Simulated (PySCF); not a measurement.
All values below come from B3LYP-D3(BJ)/def2-TZVP run with PySCF. Isolated molecules, 0 K electronic values unless said otherwise. B3LYP has the VWN-RPA correlation part, as in Gaussian. Delta-SCF ions had no search for a lower state. Excitations are Tamm–Dancoff values on a coarser integration grid. The basis has no diffuse functions, so Rydberg states are missing or too high.

Reference species (SMILES): `[NH2][Al]([NH2])[SiH3]` (neutral, multiplicity 1).

```
Item                                       Value
--------------------------------------  --------
vertical ionisation energy (Delta-SCF)   8.98 eV
LUMO                                    -0.50 eV
T1 excitation (TDA)                      4.88 eV
```

Changed species: `[NH2][Al]([NH2])[NH2]` (0 of 3 NH2 replaced by SiH3; the reference has 1 of 3 NH2 replaced by SiH3).

What does the change do to the vertical ionisation energy (Delta-SCF), LUMO and T1 excitation (TDA)?

the vertical ionisation energy (Delta-SCF) falls by 0.25 eV, to 8.73 eV; the LUMO goes up by 0.48 eV, to -0.02 eV; the T1 excitation (TDA) rises by 0.21 eV, to 5.09 eV.
